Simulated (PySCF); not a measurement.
Si(H)(F)2(Et) (C2H6F2Si), SMILES CC[SiH](F)F.

The structure is a stationary point at r2SCAN-D4/def2-SVP. One conformer was computed; it need not be the lowest.

Two levels are set side by side: PBE/def2-TZVP (PySCF) and B3LYP/def2-TZVP (PySCF). Same geometry, gas phase. Differences are taken from unrounded values.

```tsv
quantity	B3LYP
orbital gap (eV)	9.23
highest occupied level (eV)	-8.71
lowest empty level (eV)	0.52
dipole moment (D)	2.29
mean polarisability (bohr³)	47.5
```

Problem. What does PBE give, and how far is it from B3LYP? (An estimate is asked for; the answer gives what the named calculation found.)

Solution. 
```tsv
quantity	PBE	PBE minus B3LYP
orbital gap (eV)	7.45	-1.78
highest occupied level (eV)	-7.50	1.21
lowest empty level (eV)	-0.05	-0.57
dipole moment (D)	2.20	-0.09
mean polarisability (bohr³)	49.2	1.7
```

Without exact exchange PBE keeps part of each electron's self-repulsion, which lifts occupied levels and narrows the gap. PBE's more diffuse valence density responds more strongly to a field. Differences between two approximate levels are no errors against the true value.

Rough cost on one machine, each run with all the roots and properties that it gave: B3LYP against PBE within a factor of 2.
